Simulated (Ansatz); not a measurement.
Ideal-gas functions of `[CH3][Ga][N]=C=O` radical at 500 K and 1 bar, from an Ansatz frequency run at PBE0-D4/def2-TZVP.

Molar mass 126.78 g/mol, point group Cs (symmetry number 1), electronic degeneracy 2, moments of inertia 30.415, 358.208, 385.43 u Å². Harmonic wavenumbers (cm⁻¹, unscaled): 56, 62, 70, 162, 440, 524, 622, 656, 664, 734, 1166, 1427, 1430, 1440, 2338, 3054, 3147, 3184.

Use S(trans) = R[1.5 ln M + 2.5 ln T − 1.1517]; rotational temperatures θ = 24.2544 K / I; S(rot) = R[ln(√π/σ · √(T³/θAθBθC)) + 1.5]; for each mode x = 1.438777 ν̃/T, S = R[x/(eˣ − 1) − ln(1 − e⁻ˣ)] and H = RT x/(eˣ − 1); 1 cm⁻¹ = 0.0119627 kJ/mol; R = 8.31446 J/(mol·K).

Problem. By hand: the entropy, in J/(mol·K).

Solution. Translation 180.0. Rotation: θ = 0.7974, 0.0677, 0.0629 K, giving 118.4. Vibration, mode by mode: 23.50, 22.66, 21.65, 14.74, 6.89, 5.65, 4.50, 4.17, 4.09, 3.49, 1.30, 0.71, 0.70, 0.69, 0.08, 0.01, 0.01, 0.01, in all 114.8. Electronic 5.8. Sum 419.0 J/(mol·K).

Problem. By hand: H − E and G − E in kJ/mol, counted from the electronic energy.

Solution. Zero-point energy ½ × 21176 × 0.0119627 = 126.7; thermal vibration 25.4; translation, rotation and pV give 4 RT = 16.6. H − E = 168.7 kJ/mol, and G − E = 168.7 − 500 × 419.0/1000 = -40.8 kJ/mol.

Vibration gives 27 % of the entropy, 67.8 J/(mol·K) of it from the modes under 150 cm⁻¹: soft modes count most, and the harmonic formula is weakest for them. The sum counts one conformer and one mirror image; others add a mixing term.
